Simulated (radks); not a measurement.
Spherical quantum dot in the effective-mass picture: electrons in a hard-walled sphere of radius 5.4, with a point charge +1 (a donor) at the centre, all in effective atomic units (hartree* = m*/eps^2 hartree, bohr* = eps/m* bohr), one dielectric constant everywhere. Calculated with a radial shooting solver with Libxc functionals: non-relativistic Kohn-Sham, LDA (Slater exchange, Perdew-Wang correlation), spin-polarised, spherical densities. Levels are named by radial order and angular momentum (1s, 1p, 1d, 2s, ...), and open shells are averaged over m. Results are scaled to m* = 0.065 and eps = 8.8, for which hartree* = 22.84 meV and bohr* = 7.164 nm.

N = 5, configuration 1s2 1p(up 3, down 0). This is the lowest configuration that the search found. Occupied and some empty levels:

level,occupation,eigenvalue (meV),<r> (nm)
1s up,1,21.509,17.28
1s down,1,22.506,15.94
1p up,3,26.117,24.07
1p down,0,27.643,24.02
2s up,0,29.576,18.22
2s down,0,30.372,19.24
1d up,0,30.709,25.92
1d down,0,32.253,25.99
1f up,0,36.401,27.15
1f down,0,37.916,27.24

Energy (meV): total 44.1362, kinetic 35.805, external -51.717, Hartree 86.328, exchange-correlation -26.280.
